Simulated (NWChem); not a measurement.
silicon dioxide molecule (SiO2); SMILES O=[Si]=O

```xyz
3

O      0.0000     0.0000    -1.5184
Si     0.0000     0.0000     0.0000
O      0.0000     0.0000     1.5184
```
Atoms are numbered in this order, from 1.

Structure relaxed at the PBE0/def2-SVP level.

**Question.** Give the principal values of the shielding tensors (ppm) of O1, Si2 from PBE0/cc-pVDZ, GIAO (NWChem), with their diamagnetic and paramagnetic parts as GIAO splits them.

**Answer.** 
```tsv
atom	σ11	σ22	σ33	isotropic	diamagnetic	paramagnetic
O1	63.6	63.6	415.7	181.0	391.6	-210.6
Si2	173.4	173.4	882.4	409.7	888.4	-478.7
```
